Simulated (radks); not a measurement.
Results of a calculation; reference values are marked as such.
Task: Spherical quantum dot in the effective-mass picture: electrons in a hard-walled sphere of radius 8.45, with a point charge +1 (a donor) at the centre, all in effective atomic units (hartree* = m*/eps^2 hartree, bohr* = eps/m* bohr), one dielectric constant everywhere. Level of theory: non-relativistic Kohn-Sham, LDA (Slater exchange, Perdew-Wang correlation), spin-polarised, spherical densities (a radial shooting solver with Libxc functionals). Levels are named by radial order and angular momentum (1s, 1p, 1d, 2s, ...), and open shells are averaged over m. At N = 7 the configuration is 1s2 1p(up 3, down 1) 2s(up 1, down 0). Does electron 8 go into 1d up or 2s down or 1p down?

Result: Into 1p down. The total energies of the other choices lie higher by 0.0475 hartree* (1d up), 0.0901 hartree* (2s down). A rearrangement to 1s2 1p6 is lower still, by 0.00403 hartree*.
